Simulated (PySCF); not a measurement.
## Correlation energy of P²⁺ (phosphorus, charge +2)

[Ne] 3s2 3p1, 2P determinant. Computed with PySCF 2.14 in aug-cc-pwCVTZ (8s7p5d3f, 75 functions), with the non-relativistic Hamiltonian (point nucleus). Frozen: [Ne]; 3 electrons correlated.

| level | correlation energy (mhartree) |
| --- | --- |
| CCSD | -65.76 |
| (T) | -1.09 |
| CCSD(T) | -66.85 |

Diagnostics: T1 = 0.012, D1 = 0.0275, largest double amplitude 0.108.

Cost of the coupled-cluster step: about 4 core-seconds, for 3 correlated electrons.

Iterations:

```
CC2 = 0
CCSD nocc = (np.int64(2), np.int64(1)), nmo = (70, 70)
frozen orbitals [[0, 1, 2, 3, 4], [0, 1, 2, 3, 4]]
max_cycle = 100
direct = 0
conv_tol = 1e-08
conv_tol_normt = 1e-06
diis_space = 8
diis_start_cycle = 0
Init t2, MP2 energy = -0.0472612232033942
Init E_corr(UCCSD) = -0.0472612232109673
cycle = 1  E_corr(UCCSD) = -0.0586839566149354  dE = -0.0114227334  norm(t1,t2) = 0.0510031
cycle = 2  E_corr(UCCSD) = -0.0627304497873681  dE = -0.00404649317  norm(t1,t2) = 0.0222016
cycle = 3  E_corr(UCCSD) = -0.0657574247404839  dE = -0.00302697495  norm(t1,t2) = 0.0104682
cycle = 4  E_corr(UCCSD) = -0.0657375607099128  dE = 1.98640306e-05  norm(t1,t2) = 0.00127234
cycle = 5  E_corr(UCCSD) = -0.0657611439275787  dE = -2.35832177e-05  norm(t1,t2) = 0.000160069
cycle = 6  E_corr(UCCSD) = -0.0657537547190416  dE = 7.38920854e-06  norm(t1,t2) = 2.99656e-05
cycle = 7  E_corr(UCCSD) = -0.0657564674038434  dE = -2.7126848e-06  norm(t1,t2) = 9.26021e-06
cycle = 8  E_corr(UCCSD) = -0.0657558366882513  dE = 6.30715592e-07  norm(t1,t2) = 2.52129e-06
cycle = 9  E_corr(UCCSD) = -0.0657557874621105  dE = 4.92261408e-08  norm(t1,t2) = 2.90867e-07
cycle = 10  E_corr(UCCSD) = -0.0657558085397702  dE = -2.10776597e-08  norm(t1,t2) = 8.59102e-08
cycle = 11  E_corr(UCCSD) = -0.0657558076688838  dE = 8.70886419e-10  norm(t1,t2) = 4.02265e-08
UCCSD converged
E(UCCSD) = -339.7140052752131  E_corr = -0.06575580766888375
UCCSD(T) correction = -0.00109107929470494
```
